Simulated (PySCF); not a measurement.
Species: C4H10OSi.
Structure used (PBE0-D3(BJ)/def2-SVP), in Å, numbered top down from 1:
```
atom  x, y, z in Å
C1     0.955    0.990   -0.667
C2     1.593   -0.062    0.251
Si3    0.188   -1.002    1.110
C4    -1.268   -0.770   -0.073
C5    -1.394    0.716   -0.445
O6    -0.253    1.485   -0.134
H7     0.782    0.569   -1.677
H8     1.618    1.860   -0.793
H9     2.230    0.421    1.008
H10    2.238   -0.749   -0.320
H11   -0.104   -0.445    2.466
H12    0.506   -2.457    1.266
H13   -2.212   -1.157    0.342
H14   -1.046   -1.388   -0.960
H15   -1.636    0.827   -1.521
H16   -2.212    1.181    0.124
```

Theory: PBE0-D3(BJ)/def2-SVP geometry optimisation, gas phase (PySCF).

Masses are those of the commonest isotopes; rigid-rotor values at the optimised geometry. The values belong to one conformer with, in the numbering `[CH2:1]1[CH2:2][SiH2:3][CH2:4][CH2:5][O:6]1`, O6–C1–C2–Si3 33°, C1–C2–Si3–C4 24°, C2–Si3–C4–C5 -49°, Si3–C4–C5–O6 15°.

Q: What are A, B and C (GHz)?

A: Ia = 133.45, Ib = 160.98, Ic = 252.88 u·Å²; 505379 MHz·u·Å²/I gives 3787, 3139 and 1999 MHz, that is A = 3.7869, B = 3.1395, C = 1.9985 GHz.

Q: Classify the top.

A: An asymmetric top. Ray's parameter κ = (2B − A − C)/(A − C) = 0.276; −1 is the prolate and +1 the oblate limit.

Q: What does the inertial defect say?

A: Not planar: Δ = Ic − Ia − Ib = -41.55 u·Å². For a rigid frame Δ = −2 Σ m c², so Σ m c² = 20.78 u·Å² lies off the ab plane: 10.53 from hydrogen and 10.25 from heavier atoms. The atom farthest from that plane is 1.68 Å away.

Q: Give the other two planar moments, Paa and Pbb, and the rms extents of the mass along the axes.

A: Paa = Σ m a² = (Ib + Ic − Ia)/2 = 140.20 and Pbb = Σ m b² = (Ia + Ic − Ib)/2 = 112.68 u·Å². With the mass M = 102.05 u, the rms extents √(P/M) along a, b and c are 1.17, 1.05, 0.45 Å.

Q: List the rotational levels J(Ka,Kc) to J = 5 (MHz).

A: Above 0(0,0):
J = 1: 1(0,1) 5138, 1(1,1) 5785, 1(1,0) 6926
J = 2: 2(0,2) 14713, 2(1,2) 14920, 2(1,1) 18343, 2(2,1) 20286, 2(2,0) 20986
J = 3: 3(0,3) 28218, 3(1,3) 28262, 3(1,2) 34773, 3(2,2) 35700, 3(2,1) 38309, 3(3,1) 42150, 3(3,0) 42485
J = 4: 4(0,4) 45656, 4(1,4) 45664, 4(1,3) 55364, 4(2,3) 55652, 4(2,2) 61243, 4(3,2) 63570, 4(3,1) 65280, 4(4,1) 71465, 4(4,0) 71598
J = 5: 5(0,5) 67074, 5(1,5) 67076, 5(1,4) 79772, 5(2,4) 79839, 5(2,3) 88902, 5(3,3) 89909, 5(3,2) 94279, 5(4,2) 98659, 5(4,1) 99591, 5(5,1) 108295, 5(5,0) 108342
Those of J = 1 are B + C, A + C and A + B.

Q: Which types of transition are allowed, and where do some lines up to J = 2 fall?

A: The dipole components are |μa| = 0.03 D, |μb| = 0.10 D, |μc| = 1.36 D. Intensities carry the squares of the components, which stand as 0.00 : 0.01 : 1.00 (a : b : c). Some lines, for components of 0.1 D or more:

```csv
type,branch,"J(Ka,Kc)",MHz,lower level (cm⁻¹)
c,Q,"1(1,1) ← 1(0,1)",647,0.171
b,Q,"1(1,0) ← 1(0,1)",1788,0.171
c,Q,"2(2,1) ← 2(1,1)",1942,0.612
b,Q,"2(2,0) ← 2(1,1)",2643,0.612
b,Q,"2(1,1) ← 2(0,2)",3630,0.491
b,Q,"2(2,1) ← 2(1,2)",5365,0.498
b,R,"1(1,1) ← 0(0,0)",5785,0.000
c,R,"1(1,0) ← 0(0,0)",6926,0.000
b,R,"2(0,2) ← 1(1,1)",8928,0.193
b,R,"2(1,2) ← 1(0,1)",9782,0.171
c,R,"2(1,1) ← 1(0,1)",13205,0.171
b,R,"2(2,1) ← 1(1,0)",13359,0.231
c,R,"2(2,0) ← 1(1,0)",14060,0.231
c,R,"2(2,1) ← 1(1,1)",14500,0.193
b,R,"2(2,0) ← 1(1,1)",15201,0.193
```

Q: Estimate the classical rotational partition function at 10 K, 25 K and 50 K.

A: Point group C1, symmetry number σ = 1; q = (√π/σ)·√((kT/h)³/(ABC)), k/h = 20836.6 MHz/K: 1090 at 10 K, 4320 at 25 K, 12200 at 50 K.

Whether it is a minimum is left open (no frequencies). These are rigid-rotor constants of the computed structure; measured ground-state constants (B0) also hold zero-point vibration.

Time: 98 s; peak memory 0.60 GiB. Hardware: one thread, Arm Neoverse N1 (aarch64), no GPU, shared host with 64 logical CPUs at a one-minute load of 23. That covers the optimisation of the geometry.
